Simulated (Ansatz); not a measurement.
Born–Oppenheimer molecular dynamics of Cl2GaH3O (7 atoms, charge 0, multiplicity 1). It starts at the highest image of a converged band, a first-order saddle point between two minima.

All numbers below come from Ansatz, RKS PBE0/def2-SVPD.

```
ensemble                      : NVE (velocity Verlet)
time step                     : 0.5 fs
steps asked                   : 200
starting velocities drawn for : 300 K
seed                          : 2958
```

First frame:

```xyz
7
Properties=species:S:1:pos:R:3
Ga 0.157 -0.331 -0.067
H 0.054 0.200 1.536
Cl 2.080 -0.002 -0.928
O -1.318 -0.251 -1.054
H -2.127 -0.528 -0.614
Cl 0.152 -2.364 1.348
H 0.085 -0.883 1.756
```

Q: How far do the bonds stretch over the last three quarters of this one trajectory? (Pairs bonded in most of those frames.)

A: 
| bond | mean (Å) | spread (Å) | shortest | longest |
| --- | --- | --- | --- | --- |
| Ga1–Cl3 | 2.133 | 0.055 | 2.04 | 2.20 |
| Ga1–O4 | 1.776 | 0.013 | 1.75 | 1.80 |
| Ga1–Cl6 | 2.205 | 0.188 | 1.94 | 2.50 |
| H2–H7 | 0.786 | 0.056 | 0.72 | 0.95 |
| O4–H5 | 0.964 | 0.006 | 0.95 | 0.97 |

Pairs bonded in part of these frames only: Ga1–H2 11 %, Ga1–H7 14 %, H2–H7 92 %.

Mean temperature of the second half: 1663 K. The conserved energy stayed within 0.14 meV per atom of its start (net change 0.063 meV per atom), so the integration is sound. The kinetic energy rose, since the run started high on the potential surface and went downhill. It ends in pieces (Cl2GaHO + H2), so much of that is their flight and rotation, not heat. A run of 0.1 ps of so small a system gives no equilibrium averages. The orbitals stay closed-shell, which can raise the energy where a bond breaks towards radicals; this wasn't checked here.

Run time: 7.3 min on 4 threads of Arm Neoverse V2, on a shared host, peak memory 0.41 GiB.
